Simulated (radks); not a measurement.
Ne VI, configuration [He] 2s2 2p1.

Calculated with a radial shooting solver on a logarithmic mesh with Libxc functionals: scalar-relativistic Kohn-Sham, PBE, spin-unpolarised, spherical densities, point nucleus.

Energy parts (eV):
part                     energy
total                 -3158.222
kinetic                3162.073
electron-nucleus      -6858.592
Hartree                 771.213
exchange-correlation   -232.916

Orbitals (lengths in bohr, moments of r in powers of bohr; r(max) is where P^2 peaks; r(90%) holds 90 % of the orbital's charge):
orbital  occ.  eigenvalue (eV)  r(90%)   <1/r>     <r>  r(max)
1s          2        -994.9594   0.281   9.651  0.1573  0.1025
2s          2        -160.7902    1.13   1.994  0.7348  0.6151
2p          1        -140.4734    1.09   1.916  0.6673  0.5183
3s          0         -56.4706    2.73  0.7670   1.880   1.754

The highest occupied level is 2p at -140.47 eV. For comparison, the ionisation energy in NIST's Atomic Spectra Database is 157.93 eV (measured). In exact Kohn-Sham theory the highest level is minus the ionisation energy, but local and semilocal functionals leave it too shallow, through self-interaction and a potential that decays too fast; potentials with the right tail come closer. The density falls to 0.001 e/bohr^3 at r = 1.87 bohr. Summed over all electrons, <r^2> = 1.880 bohr^2, which gives a Langevin (diamagnetic) susceptibility term of -1.49 x 10^-6 cm^3/mol.

Beside tabulated values, note that spin-unpolarised runs miss the spin-polarisation part of the exchange energy of open shells.
